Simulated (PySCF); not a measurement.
Interval between two levels of As⁺ by level of theory

As⁺ [Ar] 3d10 4s2 4p2 [3P2, M_J = 2] → As⁺ [Ar] 3d10 4s2 4p1 4d1 [3F4, M_J = 4], as a difference of total energies. All numbers are calculated (PySCF 2.14, the two-component X2C-1e Hamiltonian, in x2c-TZVPall-2c with one added diffuse shell each of s, p, d type (7s8p5d1f, 63 functions)). Correlated levels: [Ne] frozen. "Screened" scales the spin-orbit matrix elements by Boettger's factors to mimic the two-electron term; Breit and QED terms are absent.

| method | interval between two levels (cm⁻¹) |
| --- | --- |
| GHF (spin-free) | 85029 |
| GMP2 (spin-free) | 88500 |
| GHF (screened spin-orbit) | 85331 |
| GMP2 (screened spin-orbit) | 88791 |

The labels give the starting determinants; with spin-orbit coupling the two ends relaxed to ⟨J²⟩ = 6.01, ⟨L²⟩ = 2.10, ⟨S²⟩ = 1.96 and ⟨J²⟩ = 20.02, ⟨L²⟩ = 12.01, ⟨S²⟩ = 2.01.

The promoted electron is Rydberg-like, and one or two diffuse shells describe it only roughly, which tends to raise the upper state.
